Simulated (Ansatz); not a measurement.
H8N2OSi2 can be A, `N[SiH2]O[SiH2]N`, or B, `N[SiH2][SiH](N)O`.

Computed with Ansatz on PBE0-D4/def2-TZVP structures; ΔE is electronic, products minus reactants. CCSD(T)/CBS is the MP2 limit (def2-TZVPP, def2-QZVPP) plus CCSD(T) − MP2 in def2-TZVPP, frozen cores. DFT in def2-TZVPP. B3LYP here is the variant with VWN-RPA as its local correlation; programs differ in this. Each species was taken in one conformer, which may not be the lowest.

Which isomer does CCSD(T)/CBS put lower? Give the gap. (Best estimate.)

Ansatz gave: A, by 143.3 kJ/mol.

Give E(B) − E(A) in kJ/mol with BLYP-D4, r2SCAN-D4, MP2/def2-TZVPP, CCSD(T)/def2-SVP, PBE0-D4, B3LYP, CCSD/def2-TZVPP. (Best estimate.)

Ansatz gave: BLYP-D4 132.4, r2SCAN-D4 136.9, MP2/def2-TZVPP 150.9, CCSD(T)/def2-SVP 140.9, PBE0-D4 124.5, B3LYP 145.3, CCSD/def2-TZVPP 148.9. None reverses the order clearly.

Largest T1 diagnostic: 0.012.

The D4 term adds −4.6 kJ/mol with B3LYP and −2.5 kJ/mol with PBE0; it sums over pairs of atoms, weighted by their polarisabilities, and B3LYP, whose exchange is more repulsive, gets the larger term. From BLYP to BHLYP (50 % exact exchange), in def2-TZVPP and without D4, E(B) − E(A) moves by +20.5 kJ/mol.
